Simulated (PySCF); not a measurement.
## B (boron, neutral) across methods

[He] 2s1 2p1 3s1, high-spin 4P determinant (an excited configuration). Computed with PySCF 2.14 in aug-cc-pVTZ (5s4p3d2f, 46 functions), with the non-relativistic Hamiltonian (point nucleus).

```json
{"method": "LDA", "E (hartree)": "-24.0136", "mean ε 2s α (eV)": "-15.302", "mean ε 2p α (eV)": "-9.473", "mean ε 3s α (eV)": "-1.910", "Σ⟨r²⟩ (bohr²)": "44.65", "⟨S²⟩": "3.750"}
{"method": "r2SCAN", "E (hartree)": "-24.3027", "mean ε 2s α (eV)": "-15.863", "mean ε 2p α (eV)": "-10.056", "mean ε 3s α (eV)": "-1.881", "Σ⟨r²⟩ (bohr²)": "45.21", "⟨S²⟩": "3.750"}
{"method": "M06-L", "E (hartree)": "-24.3044", "mean ε 2s α (eV)": "-15.809", "mean ε 2p α (eV)": "-10.090", "mean ε 3s α (eV)": "-1.894", "Σ⟨r²⟩ (bohr²)": "46.41", "⟨S²⟩": "3.750"}
{"method": "PBE0", "E (hartree)": "-24.2810", "mean ε 2s α (eV)": "-17.073", "mean ε 2p α (eV)": "-11.140", "mean ε 3s α (eV)": "-2.291", "Σ⟨r²⟩ (bohr²)": "45.13", "⟨S²⟩": "3.750"}
{"method": "B97-3", "E (hartree)": "-24.3066", "mean ε 2s α (eV)": "-17.113", "mean ε 2p α (eV)": "-11.151", "mean ε 3s α (eV)": "-2.268", "Σ⟨r²⟩ (bohr²)": "45.12", "⟨S²⟩": "3.750"}
{"method": "wB97X-V", "E (hartree)": "-24.3029", "mean ε 2s α (eV)": "-19.599", "mean ε 2p α (eV)": "-13.539", "mean ε 3s α (eV)": "-3.214", "Σ⟨r²⟩ (bohr²)": "45.18", "⟨S²⟩": "3.750"}
{"method": "wB97X", "E (hartree)": "-24.3101", "mean ε 2s α (eV)": "-19.558", "mean ε 2p α (eV)": "-13.521", "mean ε 3s α (eV)": "-3.244", "Σ⟨r²⟩ (bohr²)": "45.65", "⟨S²⟩": "3.750"}
{"method": "PBE", "E (hartree)": "-24.2724", "mean ε 2s α (eV)": "-15.397", "mean ε 2p α (eV)": "-9.633", "mean ε 3s α (eV)": "-1.923", "Σ⟨r²⟩ (bohr²)": "45.00", "⟨S²⟩": "3.750"}
{"method": "UHF", "E (hartree)": "-24.23530", "mean ε 2s α (eV)": "-21.724", "mean ε 2p α (eV)": "-15.394", "mean ε 3s α (eV)": "-3.113", "Σ⟨r²⟩ (bohr²)": "45.38", "⟨S²⟩": "3.750"}
```

The outer electron is Rydberg-like, and this basis confines it to a smaller radius and binds it less than a complete one would.
